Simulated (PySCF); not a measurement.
Constitutional and geometric isomers with formula CH7BSi. Isolated molecules, 0 K electronic values unless said otherwise. One relaxed conformer stands for each flexible species; it need not be the lowest. Strings in code marks are SMILES.

Method: PBE0-D3(BJ)/def2-TZVP run with PySCF. All candidates: neutral, multiplicity 1. 

- HOMO–LUMO gap = 5.80 eV
- HOMO = -8.10 eV
- LUMO = -2.30 eV

**Question.** Identify which member has these values.
(A) `B[SiH2]C`
(B) `BC[SiH3]`
(C) `CB[SiH3]`

**Answer.** A, `B[SiH2]C`. The others give `CB[SiH3]`: 6.09 eV, -7.91 eV, -1.82 eV; `BC[SiH3]`: 7.68 eV, -9.05 eV, -1.37 eV
